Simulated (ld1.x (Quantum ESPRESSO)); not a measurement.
**Building the RRKJ potential for tantalum (LDA (PZ), scalar-relativistic).**

| Property | Result |
| --- | --- |
| Element | tantalum |
| Generator | ld1.x (Quantum ESPRESSO) 7.5 |
| Type | norm-conserving RRKJ (Kleinman–Bylander form) |
| Functional | LDA (PZ) |
| Relativity | scalar-relativistic |
| Frozen core | [Kr] 4d10 4f14 |
| Valence charge | 13 |
| Reference configuration | 5s2 5p6 5d3 6s1 6p1 |
| Partial waves | 5s (bound): rc 1.55 bohr; 5p (bound): rc 1.35 bohr; 5d (bound): rc 2.40 bohr |
| Local potential | the d channel |
| Core correction | none |
| rho0 | 0.02 |

Occupied shells without a wave of their own: 6p, 6s. They enter only through the test configuration that unscreens the potential.

All-electron outer shells of the reference configuration (LDA (PZ), scalar-relativistic, ld1.x):

| shell | level (eV) | outermost node (bohr) | outermost maximum (bohr) |
| --- | --- | --- | --- |
| 4d | -223.54 | 0.22 | 0.46 |
| 5s | -74.72 | 0.54 | 0.98 |
| 5p | -41.09 | 0.58 | 1.13 |
| 4f | -26.46 | – | 0.44 |
| 6s | -6.61 | 1.32 | 2.71 |
| 5d | -5.10 | 0.65 | 1.58 |
| 6p | -2.22 | 1.59 | 3.75 |

Does this generation succeed?

No. ld1.x (Quantum ESPRESSO) 7.5 stopped with "compute_phi: phi has nodes before r_c": the RRKJ expansion in Bessel functions gave a pseudo-wave with a node inside its radius. Before that it printed "This function has    1 nodes for 0 < r <    1.363".
